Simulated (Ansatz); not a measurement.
One change: `C[CH2][GeH]([F])[Cl]` becomes `C[NH][GeH]([F])[Cl]`.

Ansatz, PBE0-D4/def2-TZVP geometries, multiplicity 1. Each molecule was computed in one conformer, which needn't be the lowest.

Scalar relativity is left out up to krypton.

```tsv
property	`C[CH2][GeH]([F])[Cl]`
HOMO–LUMO gap (PBE/def2-TZVPP) / eV	6.51
size of the dipole moment (PBE/def2-TZVPP) / D	3.02
size of the dipole moment (B3LYP/def2-TZVPP) / D	3.13
HOMO energy (PBE/def2-TZVPP) / eV	-7.29
HOMO–LUMO gap (PBE0/def2-TZVPP) / eV	8.84
LUMO energy (PBE0/def2-TZVPP) / eV	0.21
```

(1) Give the same properties after the change, and the shifts. (Estimate.)

Answers

(1) Ansatz gave: 
```json
{"property": "HOMO–LUMO gap (PBE/def2-TZVPP) / eV", "`C[NH][GeH]([F])[Cl]`": "5.12", "shift": "-1.39"}
{"property": "size of the dipole moment (PBE/def2-TZVPP) / D", "`C[NH][GeH]([F])[Cl]`": "2.71", "shift": "-0.31"}
{"property": "size of the dipole moment (B3LYP/def2-TZVPP) / D", "`C[NH][GeH]([F])[Cl]`": "2.78", "shift": "-0.35"}
{"property": "HOMO energy (PBE/def2-TZVPP) / eV", "`C[NH][GeH]([F])[Cl]`": "-6.12", "shift": "1.17"}
{"property": "HOMO–LUMO gap (PBE0/def2-TZVPP) / eV", "`C[NH][GeH]([F])[Cl]`": "7.56", "shift": "-1.28"}
{"property": "LUMO energy (PBE0/def2-TZVPP) / eV", "`C[NH][GeH]([F])[Cl]`": "0.03", "shift": "-0.18"}
```

With PBE0 the HOMO rises by 1.10 eV and the LUMO falls by 0.18 eV, so the gap narrows by about 1.28 eV. PBE moves the HOMO by 1.17 eV and ωB97M-V by 0.98 eV. Dipoles are sizes alone; their direction can turn.

B3LYP here is the variant with VWN-RPA as its local correlation; programs differ in this.
